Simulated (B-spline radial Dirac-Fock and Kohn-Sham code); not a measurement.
## Satellites and hypersatellites of the K lines of Ge²⁺

System: germanium as Ge²⁺, [Ar] 3d10 4s2.

Input of the calculation (task.json; shells as n, l, electrons):

```json
{"items": [{
  "Z": 32,
  "q": 2,
  "cfg": [[1, 0, 2], [2, 0, 2], [2, 1, 6], [3, 0, 2], [3, 1, 6], [3, 2, 10], [4, 0, 2]],
  "A": 74,
  "rrms": 4.0742,
  "do": ["binding", "quiet", "double"]
}]}
```

Launch: `python xray_run.py task.json out`

Calculated with a radial atomic solver, using Dirac-Fock energy differences between relaxed states, corrected for Breit and QED terms. Each two-hole energy is an average over J within one jj subconfiguration, not an observable level; in light atoms, where LS coupling holds, the j-resolved values are not observed lines, and for a K spectator the Kα1 hypersatellite is nearly forbidden. The model has no electron correlation.

Lines without a spectator: Kα2 (K-L2) 9854.7 eV, Kα1 (K-L3) 9886.0 eV, Kβ3 (K-M2) 10975.9 eV, Kβ1 (K-M3) 10980.1 eV. Shifts in eV with one spectator hole (a dash: not computed, or left out as unreliable):

```
spectator hole    Kα2    Kα1    Kβ3    Kβ1
    L2 (2p1/2)  +33.5  +41.1      –  +89.7
    L3 (2p3/2)  +37.0  +35.8  +85.3      –
    M2 (3p1/2)      –  +3.25  +6.73  +8.80
    M3 (3p3/2)  +2.84      –  +8.09  +7.58
    M4 (3d3/2)  -0.11  -1.20      –      –
    M5 (3d5/2)  -1.31  -0.59      –      –
```

Question: Where does the K-L3 hypersatellite lie, emitted when both K electrons are missing?

Answer: +346.6 eV from the normal line, at 10232.6 eV. Removing both K electrons costs 22732.6 eV, which is 463.4 eV more than twice the K binding energy.

With n spectator holes in 2p, averaged over the 2p shell (energies in eV):

```tsv
n	KαLⁿ	step	hypersatellite KαʰLⁿ
0	9875.5	–	10220.8
1	9912.9	+37.4	10259.3
2	9951.3	+38.4	10299.0
3	9990.8	+39.5	10339.6
4	10031.4	+40.6	10381.4
5	10073.0	+41.7	10424.3
```
